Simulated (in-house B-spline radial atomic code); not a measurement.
**How G0W0 and RPA depend on the start: the palladium ion Pd¹⁷⁺**

Configuration [Ar] 3d10 4s1, highest spin. Computed with a B-spline radial code for spherical atoms: all electrons, non-relativistic, point nucleus, each spin shell either full or empty, empty states to l = 9 with an (l + 1/2)⁻⁴ tail; G0W0 by contour deformation at full frequency.

Without relativity these are model numbers: it shifts the levels of so heavy an element strongly and can reorder them.

```tsv
start	mean-field 4s up (eV)	G0W0 (eV)	QP weight	RPA correlation (Eh)
Hartree-Fock	-446.39	-448.63	0.990	-2.111
PBE	-437.39	?	?	?
wB97X	-442.23	-448.89	0.987	-2.1927
PBEsol	-437.22	?	?	?
```

Q: What G0W0 level, weight and RPA correlation energy follow from the PBE start?

A: G0W0 level -449.17 eV, weight 0.984, RPA correlation -2.2253 hartree.

Q: What G0W0 level, weight and RPA correlation energy follow from the PBEsol start?

A: G0W0 level -449.19 eV, weight 0.984, RPA correlation -2.2259 hartree.

Q: How much of the dependence on the start does G0W0 remove?

A: The mean-field levels span 9.17 eV and the G0W0 levels 0.561 eV. Against 457.5 ± 0.15 eV (NIST, semi-empirical) the G0W0 removal energies are off by -8.87 to -8.31 eV, with relativity, Breit and QED terms left out.
